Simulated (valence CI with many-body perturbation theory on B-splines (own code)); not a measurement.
**Questions on Kr23+**

Method: relativistic CI+MBPT: three valence electrons over a frozen Dirac-Fock core [Ne], a basis of 11 s, 11 p, 9 d, 7 f, 5 g, 2 h, 1 i functions for each j, with the one-electron correlation potential Σ1, the two-electron term Σ2, the three-electron term Σ3, Breit, model QED; selected CI, second order for the rest (own B-spline code, finite nucleus).

No measured levels were compared; by estimate levels of excited configurations hold to 0.05 to 0.15 % of their energy, terms of the ground configuration to about 0.5 %.

Names give the largest LS component (configuration and term), which can be under half, so a name can repeat, a term be missing and a line seem to break the LS rules; names also repeat where a configuration has a term twice.

Rates and lifetimes use the calculated energies. Strong lines usually hold to 10 to 20 %, long lifetimes can be off by a factor of two.

**Question.** What is the ground level?

**Answer.** 3s²3p ²P°_1/2, composition 98 % 3s²3p ²P°, g = 0.663.

**Question.** What are the static dipole polarisabilities of the lowest levels?

**Answer.** 3s²3p ²P°_1/2 0.0758; 3s²3p ²P°_3/2 0.0781 (tensor 0.0079) bohr³, of which the core gives 0.00120.

**Question.** Name the longest-lived excited levels whose lifetime is computed, and their main decay.

**Answer.** 3s²3p ²P°_3/2 at 97369 cm⁻¹ lives 120 μs, mostly by M1 to 3s²3p ²P°_1/2. The lifetime of 3s3p3d ⁴F°_9/2 is too uncertain to give, and may be longer.

**Question.** How well does LS coupling describe the low levels?

**Answer.** Among the lowest 20 levels the leading LS term, summed over configurations, holds 85 % on average. For single configurations the figures are 78 % in LS and 76 % in jj coupling. Terms mix most in the J = 3/2 level at 1049800 cm⁻¹, where the leading one holds 54 %.

**Question.** What is the ionisation energy?

**Answer.** 1051.1 eV; NIST lists 1042 ± 5 eV (semi-empirical).

**Question.** Among levels below 2003200 cm⁻¹, which E1 lines absorb most strongly from the ground level?

**Answer.** to 3s²3d ²D_3/2 at 11.86 nm, f = 0.274; to 3s3p² ²P_1/2 at 15.19 nm, f = 0.225; to 3s3p² ²P_3/2 at 13.06 nm, f = 0.146.

**Question.** Where does the other parity begin?

**Answer.** At 3s3p² ⁴P_1/2, 411870 cm⁻¹.
